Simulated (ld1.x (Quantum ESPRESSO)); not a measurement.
## What one change does to a pseudopotential (Co (Z = 27), RRKJ)

Co, norm-conserving RRKJ (Kleinman–Bylander form), made with ld1.x (Quantum ESPRESSO) 7.5 (PBE, scalar-relativistic). Core [Ar], reference 3d7 4s1.75 4p0.25. Waves: 4p (bound): rc 2.40 bohr; 3d (bound): rc 1.80 bohr; 4s (bound): rc 1.70 bohr. Local part: the s channel. Core correction: none.

All-electron outer shells of the reference configuration (PBE, scalar-relativistic, ld1.x):

```json
{"shell": "3s", "level (eV)": "-102.91", "outermost node (bohr)": "0.31", "outermost maximum (bohr)": "0.66"}
{"shell": "3p", "level (eV)": "-66.14", "outermost node (bohr)": "0.28", "outermost maximum (bohr)": "0.68"}
{"shell": "3d", "level (eV)": "-8.69", "outermost node (bohr)": "–", "outermost maximum (bohr)": "0.66"}
{"shell": "4s", "level (eV)": "-5.79", "outermost node (bohr)": "0.96", "outermost maximum (bohr)": "2.32"}
{"shell": "4p", "level (eV)": "-1.52", "outermost node (bohr)": "1.05", "outermost maximum (bohr)": "3.21"}
```

Change: type TM; local potential the d channel.

Cutoffs: the cutoffs (Ry, on a coarse ladder) from which the occupation-weighted sum of valence levels, in a spherical-Bessel basis at the reference potential, stays within 10 and 1 mRy of its value at 400 Ry; they do not see the model core or the augmentation charge, which bear on the density cutoff. Errors are all-electron minus pseudo energies relative to the spin-unpolarised reference configuration.

What does the change do?

The potential gets harder (55 Ry and 90 Ry → 90 Ry and 140 Ry); a bound ghost appears in p, s, which as a rule spoils a file; the number of tests that count goes from 7 to 6; of the 6 tests that both files solve, the error grows in 3 and shrinks in 0 by more than 15 % and 0.3 meV (median size 12.9 → 44.2 meV).

| quantity | base | changed |
| --- | --- | --- |
| cutoff, loose | 55 Ry | 90 Ry |
| cutoff, tight | 90 Ry | 140 Ry |
| loose cutoff by channel (10 mRy a level) | p 6 Ry, d 50 Ry, s 18 Ry | s 18 Ry, p 6 Ry, d 80 Ry |
| bound ghosts | none | s, p |
| tests counted (converged, no solver errors) | 7 of 7 | 6 of 7 |
| error for 3d7 4s2 4p0, meV [ΔE -1.06 eV] | +0.3 | +0.4 |
| error for 3d7 4s1 4p0, meV [ΔE 7.97 eV] | +7.8 | +6.7 |
| error for 3d7 4s0 4p0, meV [ΔE 24.76 eV] | +80 | +82 |
| error for 3d8 4s0 4p0, meV [ΔE 5.41 eV] | -70 | -117 |
| error for 3d6 4s2 4p0, meV [ΔE 14.12 eV] | -18 | -108 |
| error for 3d7 4s1 4p1, meV [ΔE 3.29 eV] | +1.7 | +2.2 |
| s: phases at 2.61 bohr within 0.05 rad from the reference energy up to (Ry; the scan ends near 5) | 2.2 | 2.6 |
| p: phases at 2.61 bohr within 0.05 rad from the reference energy up to (Ry; the scan ends near 5) | 4.8 | n/a |
| d: phases at 2.61 bohr within 0.05 rad from the reference energy up to (Ry; the scan ends near 5) | 0.5 | 0.7 |

Changed file: Tests not counted: 3d7 4s0 4p1 (solver errors, printed error -2.9 eV). These tests converged, but a pseudo level misses the all-electron one widely, so the file describes the atom poorly there or has found another state: 3d7 4s0 4p0: empty 4p by 2.0 eV (a node warning on the way). A true bound ghost makes a file unfit for plane-wave use even where its test errors are small: the radial tests pick states by their node count and pass the ghost by. Where a test does run into it, the solver fails or the error is huge.
